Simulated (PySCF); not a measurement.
GeH7NSi, SMILES [SiH2](N)[GeH3].

The structure is a stationary point at PBE0-D3(BJ)/def2-SVP. This is a generated structure with no PubChem entry under its InChIKey; it may be hypothetical. Other conformers were not sampled.

Two levels are set side by side: TDA-PBE/def2-SVPD (PySCF) and TDA-LC-ωPBE/def2-SVPD (PySCF). Vertical, same geometry. The lowest singlet is HOMO→LUMO 97 % with PBE and HOMO→LUMO 64 %, HOMO→LUMO+1 25 % with the other functional; states are paired by order. Differences are taken from unrounded values.

```csv
quantity,TDA-LC-ωPBE,TDA-PBE,TDA-PBE minus TDA-LC-ωPBE
lowest singlet excitation (eV),6.24,5.14,-1.10
lowest triplet excitation (TDA) (eV),5.61,4.72,-0.90
first bright state (f over 0.05) (eV),7.32,6.20,-1.12
its oscillator strength,0.06,0.17,0.11
```

A lower first singlet is the usual sign of a functional without exact exchange. Differences between two approximate levels are no errors against the true value.

Rough cost on one machine, each run with all the roots and properties that it gave: TDA-LC-ωPBE against TDA-PBE about 3 times.
